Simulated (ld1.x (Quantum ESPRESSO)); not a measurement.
# europium, TM: configuration errors across variants

ld1.x (Quantum ESPRESSO) 7.5 input, shortened:

```
&input
   title='Eu', zed=63., rel=1, dft='PBESOL', iswitch=3,
   config='[Xe] 4f7 5d0 6s1 6p0'
 /
 &inputp
   pseudotype=2, tm=.true., lloc=2,
   nlcc=.true., new_core_ps=.true.
 /
4
6S  1  0   1.00   0.00  3.30  3.30  0.0
6P  2  1   0.00   0.00  3.60  3.60  0.0
4F  4  3   7.00   0.00  1.00  1.00  0.0
5D  3  2   0.00   0.00  2.60  2.60  0.0
 &test
   configts(1)='4f7 5d0 6s1 6p0'
 /
```

All-electron excitation energies from the reference (eV): (1) 4f7 5d0 6s2 6p0 -6.036; (2) 4f7 5d0 6s0 6p0 11.131; (3) 4f6 5d0 6s0 6p0 35.572; (4) 4f5 5d0 6s0 6p0 78.401; (5) 4f7 5d1 6s0 6p0 1.544; (6) 4f6 5d1 6s1 6p0 3.956.

The default core radius of the base comes out at 2.60 bohr.

Tests that are not counted but printed errors over 1 eV. “base”: 4f8 5d0 6s0 6p0 (solver errors, printed error -743 eV). “core correction Bessel-smoothed model core inside 0.78 bohr”: 4f8 5d0 6s0 6p0 (solver errors, printed error -761 eV). “wave 5d (bound): rc 2.60 bohr becomes 5d (bound): rc 3.38 bohr”: 4f8 5d0 6s0 6p0 (solver errors, printed error -743 eV); 4f6 5d1 6s1 6p0 (solver errors, printed error -2.5 eV). “all radii but the core radius scaled by about 1.22 (s 4.04, p 4.40, d 3.18, f 1.22 bohr)”: 4f8 5d0 6s0 6p0 (solver errors, printed error -731 eV). “local potential all-electron potential smoothed inside 2.70 bohr (lloc = -1)”: 4f8 5d0 6s0 6p0 (solver errors, printed error -743 eV); 4f6 5d1 6s1 6p0 (solver errors, printed error -3.6 eV).

4 further variants failed, have other tests or another functional or relativity, and are left out.

A true bound ghost makes a file unfit for plane-wave use even where its test errors are small: the radial tests pick states by their node count and pass the ghost by. Where a test does run into it, the solver fails or the error is huge.

Errors AE − PS in meV (a dash: test not solved or not reliable):

| change | (1) | (2) | (3) | (4) | (5) | (6) | bound ghosts |
| --- | --- | --- | --- | --- | --- | --- | --- |
| base | -4.3 | -32 | -1548 | -7134 | -46 | -819 | s, p |
| core correction Bessel-smoothed model core inside 0.78 bohr | -4.4 | -32 | -1607 | -7522 | -48 | -879 | s, p |
| wave 5d (bound): rc 2.60 bohr becomes 5d (bound): rc 3.38 bohr | -5.7 | -32 | -1532 | -7090 | -41 | – | s, p |
| all radii but the core radius scaled by about 1.22 (s 4.04, p 4.40, d 3.18, f 1.22 bohr) | -7.3 | -40 | -1571 | -6940 | -31 | -791 | s, p |
| local potential all-electron potential smoothed inside 2.70 bohr (lloc = -1) | -5.9 | -32 | -1659 | -7534 | -47 | – | s, p |
| wave 6s (bound): rc 3.30 bohr becomes 6s (bound): rc 2.48 bohr | -9.9 | -30 | -1766 | -7651 | -36 | -890 | s, p |
| wave 6p (bound): rc 3.60 bohr becomes 6p (bound): rc 5.32 bohr | -4.3 | -32 | -1547 | -7134 | -46 | -819 | s, p |
| all radii but the core radius scaled by about 0.76 (s 2.50, p 2.72, d 1.96, f 0.76 bohr) | -11 | -30 | -1779 | -7799 | -37 | -925 | s, p |

Q: Give the same row for: wave 4f (bound): rc 1.00 bohr becomes 4f (bound): rc 1.30 bohr.

A: -4.2, -32, -1485, -6683, -45, –; bound ghosts: s, p. Not counted: 4f8 5d0 6s0 6p0 (solver errors, printed error -726 eV); 4f6 5d1 6s1 6p0 (solver errors, printed error -3.4 eV).
